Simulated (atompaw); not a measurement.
# LDA (PW92) PAW (atompaw) dataset for Hf, scalar-relativistic all-electron reference.

```
Element                 : Hf
Generator               : atompaw 4.2.0.5
Type                    : PAW
Functional              : LDA (PW92)
Relativity              : scalar-relativistic
Frozen core             : [Kr] 4d10 4f14
Valence charge          : 12
Reference configuration : 5s2 5p6 5d2 6s1.5 6p0.5
Partial waves           : 5s (bound): rc 1.35 bohr; 6s (bound): rc 2.95 bohr; 5p (bound): rc 2.25 bohr; 6p (bound): rc 2.45 bohr; 5d (bound): rc 2.95 bohr; 5d channel at 0.7 Ry: rc 2.95 bohr
Local potential         : vpsmatchnc scheme with l = 3 at 0.5 Ry, radius 2.15 bohr
Core correction         : smooth core density matched at 1.95 bohr
Augmentation charge     : sinc compensation charge, radius 2.70 bohr; PAW radius 2.95 bohr; waves and projectors: custom polynom gramschmidtortho
```

Q: Does the generator finish with these settings?

A: Yes, a potential is produced.

Q: Estimate the cutoffs (Ry, on a coarse ladder) from which the occupation-weighted sum of valence levels, in a spherical-Bessel basis at the reference potential, stays within 10 and 1 mRy of its value at 400 Ry.

A: 50 Ry and 55 Ry.

Q: Does the potential have ghost states?

A: Ghost states, extra bound levels that the all-electron valence spectrum of the same l lacks: s at -246.3 eV, p at -39.8 eV. A true bound ghost makes a file unfit for plane-wave use.

Q: Is the overlap operator S = 1 + Σ q|β⟩⟨β| positive definite (Bessel basis up to 400 Ry)?

A: Yes: its lowest eigenvalue is 0.24 (s channel).

Q: Which valence shell sets the plane-wave cutoff?

A: 5s: its level needs 50 Ry to come within 1 mRy, against 25 Ry for 5p.
